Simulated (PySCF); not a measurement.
# Frontier orbitals and the lowest excitations

C7H11N3.
Z-matrix (Å and degrees, PBE0-D3(BJ)/def2-SVP geometry), rows numbered from 1:
```
C 
C   1  1.3378
C   2  1.4549  1  124.38
N   3  1.3669  2  123.18  1    -0.48
N   4  1.2833  3  109.80  2   180.00
N   5  1.3343  4  107.35  3    -0.08
C   6  1.3554  5  112.15  4     0.23
C   7  1.4949  3  133.08  2    -1.21
C   8  1.5306  7  111.37  3  -110.76
C   8  1.5293  7  111.77  3   123.41
H   1  1.0918  2  121.18  3   179.94
H   1  1.0929  2  120.47  3    -0.04
H   2  1.0951  1  119.69  3  -179.95
H   6  1.0124  5  119.29  4   179.64
H   8  1.1018  7  105.96  3     6.24
H   9  1.1022  8  111.18  7   -65.06
H   9  1.1006  8  110.70  7   175.51
H   9  1.0996  8  111.22  7    55.00
H  10  1.1025  8  111.41  7    65.18
H  10  1.0996  8  111.35  7   -55.24
H  10  1.1004  8  110.62  7  -175.71
```

Method used: TDDFT CAM-B3LYP/def2-SVPD, vertical, gas phase, core orbitals frozen in the response in PySCF.

Frontier orbitals with the atoms that hold most of them (Löwdin shares over 4%, at most four atoms; ? is withheld):

| orbital | ε (eV) | atoms |
| --- | --- | --- |
| LUMO+2 | 1.09 | N5 28%, N6 18%, N4 17%, C7 15% |
| LUMO+1 | 0.85 | C10 16%, H14 15%, C9 14%, H19 9% |
| LUMO | 0.59 | ? |
| HOMO | -7.76 | C1 22%, C2 16%, C3 16%, C7 15% |
| HOMO-1 | -8.98 | ? |
| HOMO-2 | -9.64 | N4 24%, N5 18%, N6 17%, C7 12% |
| HOMO-3 | -10.74 | C2 22%, C3 21%, N6 19%, C1 12% |

**Question.** Which atoms hold the LUMO, and with what shares?

**Answer.** C1 (bonded to C and 2 H) 28%; C2 (bonded to 2 C and H) 24%; C7 (bonded to 2 C and N) 9%; C3 (bonded to 2 C and N) 9%.

**Question.** Which atoms hold the HOMO-1, and with what shares?

**Answer.** N4 (bonded to C and N) 48%; N5 (bonded to 2 N) 26%; C3 (bonded to 2 C and N) 10%; N6 (bonded to C, N and H) 8%. By element: nitrogen 83%, carbon 10% or more.

**Question.** The HOMO–LUMO gap is 8.35 eV. Where does the response calculation put the lowest singlet, and from which orbitals?

**Answer.** S1 is at 5.62 eV (f = 0.353), 2.73 eV below the gap, made of HOMO→LUMO (83%), HOMO→LUMO+2 (13%). Without the coupling terms of the response equations the lowest excitation would equal the gap.

**Question.** One configuration dominates each of S1, S4, S5 and S8. Which, and how do the shares of the two leading atoms of either orbital change from the occupied to the empty one?

**Answer.** 
- S1 (5.62 eV, f 0.353), HOMO→LUMO (83%): C1 22% → 28%, C2 16% → 24%
- S4 (6.26 eV, f 0.0000), HOMO-1→LUMO (71%): N4 48% → at most 10%, N5 26% → at most 10%, C1 at most 8% → 28%, C2 at most 8% → 24%
- S5 (6.27 eV, f 0.0004), HOMO→LUMO+1 (80%): C1 22% → at most 9%, C2 16% → at most 9%, C10 at most 15% → 16%, H14 at most 15% → 15%
- S8 (7.33 eV, f 0.046), HOMO-2→LUMO (79%): N4 24% → at most 10%, N5 18% → at most 10%, C1 at most 12% → 28%, C2 at most 12% → 24%

Orbitals of the list HOMO-3 to LUMO+2 that lie within 0.01 eV of each other are written together with a slash and their weights summed (≥ marks a lower bound); for degenerate orbitals outside that list single weights are arbitrary.

Löwdin shares depend on the basis, the more so with diffuse functions.

Time: 3.9 min (grids of density and orbitals included); peak memory 1.6 GiB. Hardware: an Arm Neoverse V1 with one thread, shared host with 64 logical CPUs at a one-minute load of 25.

One conformer stands for the species.
